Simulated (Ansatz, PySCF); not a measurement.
Gas-phase reaction (SMILES): O (H2O) -> [OH-] + H+; deprotonation at the site shown.

Geometries: B3LYP-D3(BJ)/def2-TZVP minima from Ansatz (a first-principles code). Valence correlation only, unless marked. Spin-orbit coupling is left out. No relativistic terms. CBS(X,Y): correlation extrapolated as X^-3; Hartree-Fock from the larger set. Anions need diffuse functions, of which def2-TZVPD holds fewer than the aug- sets. Thermal terms are rigid-rotor harmonic-oscillator values from B3LYP-D3(BJ) frequencies (PySCF) at 298.15 K and 1 atm. 1 Eh = 627.5095 kcal/mol. The proton has no electrons: its energy is zero and its thermal terms are those of translation.

```tsv
species	E, CCSD(T)/CBS(aug-cc-pVTZ,aug-cc-pVQZ) (Ansatz) (Eh)	E, wB97M-V/def2-TZVPD (Ansatz) (Eh)	H - E (Eh)	G - E (Eh)
O (H2O)	-76.37513	-76.43347	0.02495	0.00353
[OH-]	-75.74208	-75.80608	0.01159	-0.00798
H+	0.00000	0.00000	0.00236	-0.01000
```

Problem. Work out ΔE and ΔH, ΔG, ΔS and the equilibrium constant at 298.15 K at the first level, then ΔH at the second.

Solution. 
1. ΔE = [(-75.74208) + (0.00000)] - [(-76.37513)] = 0.63305 Eh = 397.2 kcal/mol at CCSD(T)/CBS(aug-cc-pVTZ,aug-cc-pVQZ).
2. The terms H - E add up to -0.01100 Eh, so ΔH = (0.63305 + (-0.01100))×627.5095 = 390.3 kcal/mol.
3. The terms G - E add up to -0.02151 Eh, so ΔG = 383.7 kcal/mol, and ΔS = (-0.01100 - (-0.02151))×627509.5/298.15 = 22.1 cal/(mol K).
4. log10 K = -ΔG/(RT ln 10) = -281.3, with RT ln 10 = 1.3642 kcal/mol.
5. At wB97M-V/def2-TZVPD the same steps give ΔE = 393.7 and ΔH = 386.8 kcal/mol, a shift of -3.5 from the first level.
6. Tabulated enthalpies of formation (O (H2O) -57.8 kcal/mol, ATcT 1.112; [OH-] -33.2 kcal/mol, ATcT 1.112; H+ 365.7 kcal/mol, ATcT 1.112) give ΔH = 390.3, so the errors are +0.0 and -3.5 kcal/mol; the tables hold anharmonic motion, scalar relativity, which both levels lack, and core correlation, which the frozen-core level lacks.
